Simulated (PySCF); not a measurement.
**[Gd(NO2)]2+ relaxed at several levels**

Computed with PySCF 2.14.0, def2-SVP on the ligands, density fitting, scalar-relativistic core potentials, no spin-orbit coupling, vacuum. Each row is relaxed at its own level from the same template. Distances are means of the shortest metal–ligand contacts, charges and spins Mulliken's; removal energies are rigid, with the ligand's formal charge and no counterpoise, so too large; for an anion taken off a cation in vacuum most of it is the attraction of opposite charges, and multiply charged cations can part far more cheaply with an electron moved from ligand to metal. lcecp potentials hold a fixed number of 4f electrons in the core, out of states, spins and gaps.

```
level      basis on the metal  point group  M–NO2 (Å)  charge on M (e)  removal of one NO2 (eV)  strongest infrared band, degenerate modes summed (cm⁻¹)  unstable modes (below −25 cm⁻¹)
B3LYP  lcecp-1-SVP with ECP53          C2v      2.209             2.04                    22.26                                                     1107                                0
```

**Question.** What does the calculation give for BP86, lcecp-1-SVP with ECP53?

**Answer.** point group: C2v, M–NO2 (Å): 2.211, charge on M (e): 1.98, removal of one NO2 (eV): 22.54, strongest infrared band, degenerate modes summed (cm⁻¹): 1001, unstable modes (below −25 cm⁻¹): 0.
```xyz
4

Gd    0.0000    0.0000   -0.3452
O     1.0613    0.0000    1.5949
O    -1.0613    0.0000    1.5949
N     0.0000    0.0000    2.3420
```

One start shape was tried for each, so a minimum needn't be the lowest isomer.
